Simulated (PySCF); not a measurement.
Here is a job for PySCF.
```python
from pyscf import gto, scf, dft

mol = gto.Mole()
mol.atom = '''
    Br   -0.00000000   -0.00000000   -0.04027692
    H     0.00000000    0.00000000    1.40969227
'''
mol.basis = '6-31g*'
mol.charge = 1
mol.spin = 1
mol.verbose = 4
mol.build()

mf = dft.UKS(mol)
mf.xc = 'revpbe'
mf = mf.density_fit(auxbasis='def2-universal-jkfit')
mf.kernel()
```

### Question
What is the computed number of basis functions (DF-REVPBE/6-31G* (PySCF))?

### Answer
34

### Question
What Mulliken (on the basis functions themselves) charges in atom order does DF-REVPBE/6-31G* give?

### Answer
Br1 0.68, H2 0.32

### Question
What is the computed nuclear repulsion energy (DF-REVPBE/6-31G*)?

### Answer
12.7735 Eh

### Question
Estimate the <S^2> that DF-REVPBE/6-31G* returns for this input.

### Answer
0.752

### Question
Give the total energy at the level DF-REVPBE/6-31G*.

### Answer
-2573.799119 Ha

### Question
Estimate the HOMO energy that DF-REVPBE/6-31G* returns for this input.

### Answer
-16.11 eV

These values belong to the state on which the SCF converged, which isn't shown to be the lowest.
